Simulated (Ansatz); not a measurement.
`CC(Cl)CCCl` + HBr → `CC(Cl)Br` + `CCCl` at 600 K and 1 bar (substitution at a C–C bond).

Program: Ansatz. Geometries: PBE0-D4/def2-TZVP. ΔE: electronic, gas phase. CBS: MP2 limit from def2 TZ/QZ plus the TZ coupled-cluster correction, frozen cores. For Br outer-core shells are correlated without core-valence functions, which leaves a few kJ/mol of doubt a bond. Scalar relativity is left out up to krypton. One conformer a species, not always the lowest.

| species | CCSD(T)/CBS energy (Eh) | H − E (kJ/mol) | S (J/(mol·K)) |
| --- | --- | --- | --- |
| `CC(Cl)CCCl` | -1076.59945 | 370.4 | 470.1 |
| HBr | -2573.91920 | 33.5 | 219.1 |
| `CC(Cl)Br` | -3111.61100 | 194.1 | 380.4 |
| `CCCl` | -538.89655 | 212.5 | 329.5 |

H − E and S are ideal-gas, rigid-rotor, harmonic terms from PBE0-D4/def2-TZVP, for one conformer and one mirror image of each species. 1 Eh = 2625.50 kJ/mol, R = 8.31446 J/(mol·K).

**Question.** By hand: ΔE, ΔH, ΔS and ΔG.

**Answer.** ΔE = (-3111.61100) + (-538.89655) − (-1076.59945) − (-2573.91920) = 0.01110 Eh = 29.1 kJ/mol. Δ(H − E) = 194.1 + 212.5 − 370.4 − 33.5 = 2.7, so ΔH = 31.8 kJ/mol. ΔS = 380.4 + 329.5 − 470.1 − 219.1 = 20.7 J/(mol·K). ΔG = 31.8 − 600 × (20.7)/1000 = 19.4 kJ/mol.

**Question.** By hand: the equilibrium constant, and the temperature at which ΔG would vanish if ΔH and ΔS stayed fixed.

**Answer.** log₁₀ K = −ΔG/(RT ln 10) = -1.7. ΔG = 0 at ΔH/ΔS = 1536 K.

TΔS isn't small against ΔH here. A doubt of 5 kJ/mol in ΔE shifts log₁₀ K by 0.4 here. Other conformers and mirror images would add mixing entropy, several J/(mol·K) or more a flexible species. These are equilibria of isolated gas molecules and say nothing of rates. Largest T1 diagnostic: 0.009 (customary marks: 0.02 for closed shells, 0.045 for open ones).
